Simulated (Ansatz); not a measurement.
Molecule: C4H10O (charge 0, singlet). 
Coordinates optimised at B3LYP-D3(BJ)/def2-TZVP (Ansatz, an electronic-structure program):
SMILES: COC(C)C
```xyz
15

C     -0.1469     1.5674     0.1858
C     -0.4585     0.0755     0.2483
C     -1.7711    -0.2620    -0.4354
O      0.5451    -0.7063    -0.3968
C      1.7693    -0.7879     0.2970
H      0.7860     1.8099     0.6955
H     -0.9432     2.1408     0.6641
H     -0.0656     1.8890    -0.8545
H     -0.5108    -0.2339     1.3034
H     -1.7280     0.0185    -1.4896
H     -1.9690    -1.3321    -0.3733
H     -2.5977     0.2754     0.0320
H      2.3021     0.1694     0.3228
H      2.3875    -1.5139    -0.2296
H      1.6207    -1.1310     1.3296
```
Charge 0, spin multiplicity 1.

Property: vertical triplet-singlet gap (E(triplet) - E(singlet); each state is the SCF solution reached for its spin), in kcal/mol. Correlated levels leave the core frozen unless marked. Open shells are spin-unrestricted. Spin-orbit coupling is left out. Non-relativistic. Basis-set limits of correlation are two-point, X^-3; Hartree-Fock from the larger set. The bracket is a focal-point correction in the basis named.

RI-MP2/CBS(aug-cc-pVTZ,aug-cc-pVQZ)+[CCSD(T)-MP2]/aug-cc-pVTZ (Ansatz) gives 158.7 kcal/mol.

Problem. Another calculation gave 143.2 kcal/mol. Which level was it?
(A) PBE0/def2-TZVPD (Ansatz)
(B) SVWN5/def2-TZVPD (Ansatz)
(C) CAM-B3LYP/def2-TZVPD (Ansatz)
(D) wB97X-V/def2-TZVPD (Ansatz)

Solution. B, SVWN5/def2-TZVPD (Ansatz). The others give 164.1 (wB97X-V), 158.2 (CAM-B3LYP), 152.3 (PBE0) kcal/mol.
